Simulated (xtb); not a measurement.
HOSi, SMILES [OH+]=[Si] (connectivity only; charge and spin as stated), charge +1, multiplicity 1. All values are semi-empirical tight-binding results from xtb (GFN2-xTB unless named), good for trends rather than for accurate numbers. Coordinates come from a GFN2-xTB optimisation. The isomer is the one that the SMILES or the coordinates give; other isomers of the formula were not compared.

| Item | Value |
|---|---|
| point group as xtb finds it | C∞v |
| orbital gap | 5.26 eV |
| zero-point energy | 8.0 kcal/mol |
| G − E(el) at 298.15 K (modified RRHO) | -5.2 kcal/mol |
| static polarisability (D4 model) | 37.8 bohr³ |
| solvation energy, GFN2-xTB/ALPB(water) | -62.3 kcal/mol |
| solvation energy, GFN2-xTB/ALPB(benzene) | -43.1 kcal/mol |
